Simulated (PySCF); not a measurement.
Bond curve of ZnF

Set-up: basis Zn def2-TZVPP, F def2-TZVPP; no relativity; PySCF 2.14. Energies in eV from Zn + F in their ground configurations at the same level. State: ²Σ⁺ (doublet), unpaired electrons σ ↑.

All columns are PBE0. A positive dipole means Zn(−)F(+).

```json
{"R (Å)": "1.542", "E (eV)": "-2.055", "μ (D)": "-1.82", "Mulliken charge on Zn (basis-dependent)": "0.53", "HOMO (eV)": "-6.35", "LUMO (eV)": "-3.00", "Mayer bond order": "0.83", "⟨S²⟩": "0.75"}
{"R (Å)": "1.614", "E (eV)": "-2.598", "μ (D)": "-2.18", "Mulliken charge on Zn (basis-dependent)": "0.52", "HOMO (eV)": "-6.50", "LUMO (eV)": "-3.18", "Mayer bond order": "0.83", "⟨S²⟩": "0.75"}
{"R (Å)": "1.685", "E (eV)": "-2.885", "μ (D)": "-2.55", "Mulliken charge on Zn (basis-dependent)": "0.51", "HOMO (eV)": "-6.64", "LUMO (eV)": "-3.35", "Mayer bond order": "0.82", "⟨S²⟩": "0.75"}
{"R (Å)": "1.739", "E (eV)": "-2.981", "μ (D)": "-2.82", "Mulliken charge on Zn (basis-dependent)": "0.51", "HOMO (eV)": "-6.75", "LUMO (eV)": "-3.48", "Mayer bond order": "0.81", "⟨S²⟩": "0.75"}
{"R (Å)": "1.793", "E (eV)": "-3.005", "μ (D)": "-3.09", "Mulliken charge on Zn (basis-dependent)": "0.52", "HOMO (eV)": "-6.85", "LUMO (eV)": "-3.60", "Mayer bond order": "0.80", "⟨S²⟩": "0.75"}
{"R (Å)": "1.847", "E (eV)": "-2.973", "μ (D)": "-3.35", "Mulliken charge on Zn (basis-dependent)": "0.52", "HOMO (eV)": "-6.94", "LUMO (eV)": "-3.72", "Mayer bond order": "0.79", "⟨S²⟩": "0.75"}
{"R (Å)": "1.919", "E (eV)": "-2.871", "μ (D)": "-3.68", "Mulliken charge on Zn (basis-dependent)": "0.53", "HOMO (eV)": "-7.07", "LUMO (eV)": "-3.88", "Mayer bond order": "0.78", "⟨S²⟩": "0.75"}
{"R (Å)": "2.008", "E (eV)": "-2.681", "μ (D)": "-4.08", "Mulliken charge on Zn (basis-dependent)": "0.54", "HOMO (eV)": "-7.22", "LUMO (eV)": "-4.06", "Mayer bond order": "0.76", "⟨S²⟩": "0.75"}
{"R (Å)": "2.116", "E (eV)": "-2.403", "μ (D)": "-4.49", "Mulliken charge on Zn (basis-dependent)": "0.54", "HOMO (eV)": "-7.39", "LUMO (eV)": "-4.26", "Mayer bond order": "0.74", "⟨S²⟩": "0.76"}
{"R (Å)": "2.259", "E (eV)": "-2.012", "μ (D)": "-4.90", "Mulliken charge on Zn (basis-dependent)": "0.53", "HOMO (eV)": "-7.58", "LUMO (eV)": "-4.49", "Mayer bond order": "0.71", "⟨S²⟩": "0.76"}
```

A fit through these points gives, at Re = 1.786 Å, μ = -3.05 D and dμ/dR = -4.92 D/Å; the reduced mass is 14.65 u.

Task: How strong is the fundamental in the double-harmonic approximation, I = 42.26·(dμ/dR)²/μred km/mol?

Result: I = 42.26·(-4.92)²/14.65 = 69.8 km/mol at PBE0.

The state is the lowest determinant that a PBE0 search found; another state may lie lower at other levels.
